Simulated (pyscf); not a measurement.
This saddle point was located with ωB97X-D3(BJ)/def2-SVP in PySCF.

```
Si
H 1 1.4986
Si 1 2.2110 2 119.57
H 3 1.5199 1 88.59 2 154.62
H 3 1.5559 4 98.73 1 70.55
Si 1 2.3457 2 107.05 5 145.49
H 6 1.4893 1 109.82 2 174.21
H 6 1.4928 7 109.80 1 -118.87
H 6 1.4931 7 109.99 8 -120.08
```
Charge 0, spin multiplicity 1.

Surface: singlet, charge 0. Lowest wavenumbers (cm⁻¹): 574i, 61, 103, 263, 378.

Task: What reaction is this the transition state of?

Result: H₂Si=SiH–SiH₃ <-> :HSi–SiH₂–SiH₃ [singlet], a hydrogen shift read from left to right: H–Si broken and H–Si formed. At CCSD(T)/def2-TZVPP + ΔMP2(QZVPP) it lies +18.0 kcal/mol from the left side and +15.2 kcal/mol from the right (each side as separated species at their lowest minima found). On the product side the descent ends in a point of other shape or electronic state (no frequency run), 9.4 kcal/mol over the lowest minimum found and 8.2 kcal/mol under the saddle at ωB97X-D3(BJ)/def2-TZVP. :HSi–SiH₂–SiH₃ [singlet] is closed by a dative Si–Si, H–Si contact. H₂Si=SiH–SiH₃ lies 10.9 kcal/mol over its isomer cyclic H₆Si₃ (SMILES [SiH2]1[SiH2][SiH2]1) (electronic energy, ωB97M-D3(BJ)/def2-TZVP). :HSi–SiH₂–SiH₃ [singlet] lies 9.9 kcal/mol over its isomer cyclic H₆Si₃ (SMILES [SiH2]1[SiH2][SiH2]1) (electronic energy, ωB97M-D3(BJ)/def2-TZVP). One saddle was located; it need not be the lowest between these sides. The CCSD(T) − MP2 part came from Ansatz, without density fitting, on the same reference.
